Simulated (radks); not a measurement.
Results of a calculation; reference values are marked as such.
Spherical quantum dot in the effective-mass picture: electrons in a hard-walled sphere of radius 1.59, with a point charge +1 (a donor) at the centre, all in effective atomic units (hartree* = m*/eps^2 hartree, bohr* = eps/m* bohr), one dielectric constant everywhere. Level of theory: non-relativistic Kohn-Sham, PBE, spin-polarised, spherical densities (a radial shooting solver with Libxc functionals). Levels are named by radial order and angular momentum (1s, 1p, 1d, 2s, ...), and open shells are averaged over m. Results are scaled to m* = 0.03 and eps = 12, for which hartree* = 5.669 meV and bohr* = 21.17 nm.

N = 9, configuration 1s2 1p6 1d(up 1, down 0). This is the lowest configuration that the search found. Occupied and some empty levels:

level,occupation,eigenvalue (meV),<r> (nm)
1s up,1,47.516,17.44
1s down,1,47.757,17.35
1p up,3,58.228,20.68
1p down,3,58.575,20.65
1d up,1,71.727,22.34
1d down,0,72.123,22.33
2s up,0,77.673,16.04
2s down,0,77.845,16.09
1f up,0,88.345,23.48
1f down,0,88.766,23.48
2p up,0,102.69,17.77
2p down,0,102.88,17.78

Energy (meV): total 312.857, kinetic 197.35, external -60.703, Hartree 216.85, exchange-correlation -40.649.

Electron density:

r (nm),n(r) (e/nm^3)
0.836,0.0001170
3.36,0.0001023
5.88,0.0001009
8.40,0.0001078
10.9,0.0001181
13.4,0.0001275
16.0,0.0001315
18.5,0.0001264
21.0,0.0001104
23.5,0.00008428
26.1,0.00005319
28.6,0.00002482
31.1,6.157e-06
33.6,7.259e-09
